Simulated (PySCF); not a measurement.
A TDDFT job was run through a driver script with this input:

```
{"job": {"kind": "uv", "xc": "wB97X-D", "basis": "def2-SVPD", "ip": true, "dynamic": true}, "charge": 0, "multiplicity": 1}
N     -2.746060     0.526663     0.206696
C     -1.728393     0.022030    -0.352249
C     -0.299034     0.471640    -0.262469
C      0.647357    -0.652955     0.150285
B      2.156264    -0.262743     0.216735
F      2.589937     0.935529    -0.131739
F      3.069063    -1.122598     0.627634
H     -2.468460     1.338473     0.773226
H     -1.895476    -0.867661    -0.989297
H     -0.224968     1.321036     0.437326
H      0.005677     0.859500    -1.251170
H      0.364484    -1.068845     1.134414
H      0.564664    -1.512952    -0.540379
```

Output:

```
coarse grid: 11304 points
cycle   1  E = -396.7810728343  dE =  8.616e-01  |g| = 7.057e-01  |ddm| = 4.846e+00
cycle   2  E = -396.7721161963  dE =  8.957e-03  |g| = 8.133e-01  |ddm| = 1.878e+00
cycle   3  E = -396.8845119690  dE = -1.124e-01  |g| = 6.134e-02  |ddm| = 1.058e+00
cycle   4  E = -396.8852538798  dE = -7.419e-04  |g| = 3.842e-02  |ddm| = 1.334e-01
cycle   5  E = -396.8855739097  dE = -3.200e-04  |g| = 9.976e-03  |ddm| = 7.417e-02
cycle   6  E = -396.8855964494  dE = -2.254e-05  |g| = 2.726e-03  |ddm| = 2.541e-02
cycle   7  E = -396.8855984621  dE = -2.013e-06  |g| = 6.705e-04  |ddm| = 6.359e-03
final grid: 111264 points
cycle   8  E = -396.9337542903  dE = -1.187e-04  |g| = 5.831e-03  |ddm| = 1.686e-01
cycle   9  E = -396.9337569010  dE = -2.611e-06  |g| = 5.639e-03  |ddm| = 2.373e-02
cycle  10  E = -396.9337622498  dE = -5.349e-06  |g| = 7.032e-04  |ddm| = 9.241e-03
cycle  11  E = -396.9337623546  dE = -1.048e-07  |g| = 3.867e-04  |ddm| = 3.591e-03
cycle  12  E = -396.9337623943  dE = -3.977e-08  |g| = 1.281e-04  |ddm| = 1.198e-03
cycle  13  E = -396.9337623981  dE = -3.711e-09  |g| = 3.091e-05  |ddm| = 2.297e-04
cycle  14  E = -396.9337623984  dE = -3.794e-10  |g| = 9.516e-06  |ddm| = 2.044e-04
converged SCF energy = -396.9337623984

Static polarisability (au): isotropic 57.198, principal 47.494 53.529 70.569

Singlet excitations
state   eV       nm        f      main configurations
  1   5.4006    229.6   0.00254   H->L 0.75, H->L+1 0.12, H->L+2 0.11
  2   7.6675    161.7   0.02106   H->L+3 0.38, H->L+1 0.18, H->L+2 0.12
  3   8.0407    154.2   0.01379   H->L+2 0.46, H->L+1 0.32
  4   8.2020    151.2   0.03813   H->L+3 0.27, H->L+4 0.21, H->L+5 0.12
  5   8.3793    148.0   0.33721   H-1->L 0.61, H->L+4 0.09, H-1->L+1 0.09
  6   8.6159    143.9   0.00046   H->L+4 0.30, H->L+6 0.21, H->L+1 0.19
  7   8.7149    142.3   0.03205   H-2->L 0.36, H-3->L 0.25, H-4->L 0.09
  8   8.9061    139.2   0.01356   H-1->L+3 0.33, H-1->L+1 0.21, H-1->L+2 0.15
  9   8.9965    137.8   0.00948   H-2->L+2 0.23, H-1->L+2 0.16, H->L+2 0.12
 10   9.1701    135.2   0.01582   H->L+5 0.59, H->L+3 0.15

Triplet excitations (Tamm-Dancoff, eV): 4.6157 5.2656 7.4584 7.6131
Vertical ionisation energy (delta-SCF) = 10.1123 eV
```

Method: PySCF 2.14.0, density-fitted response routines, TDDFT wB97X-D/def2-SVPD, vertical, gas phase, core orbitals frozen in the response. One conformer (not necessarily the lowest) at the PBE0-D3(BJ)/def2-SVP geometry, without solvent, vibrations or thermal averaging.

(1) How many basis functions and electrons does this run hold?

(2) Give the energy of state 8 in hartree, cm⁻¹ and kJ/mol.

(3) Which orbital energies lie behind H and L?

(4) What is the total energy of state 8 at this geometry?

(5) What share of the summed oscillator strength falls to the strongest level in this window?

(6) Write the structure that the coordinates describe.

Answers

(1) 194 basis functions for 54 electrons in 27 doubly occupied orbitals.

(2) 0.32729 hartree, 71833 cm⁻¹, 859.3 kJ/mol.

(3) HOMO -9.65 eV and LUMO 1.44 eV, a gap of 11.09 eV; state 1 differs from that by -5.69 eV.

(4) -396.93376 + 0.32729 = -396.60647 hartree.

(5) State 5 at 148 nm: 0.3372 of 0.4841, or 70%.

(6) `[H]/N=C\CCB(F)F` (C3H6BF2N), point group C1.

The SCF starts on a coarse grid; the energy jumps when the final grid takes over, and dE counts afresh there. H and L stand for HOMO and LUMO.

The values belong to the conformer `[H]/[N:1]=[CH:2]\[CH2:3][CH2:4][B:5]([F:6])[F:7]`: N1–C2–C3–C4 127°, C2–C3–C4–B5 178°, C3–C4–B5–F6 -4°.

Note: wB97X-D ran without an empirical dispersion term, which enters the total energy and its gradient alone.
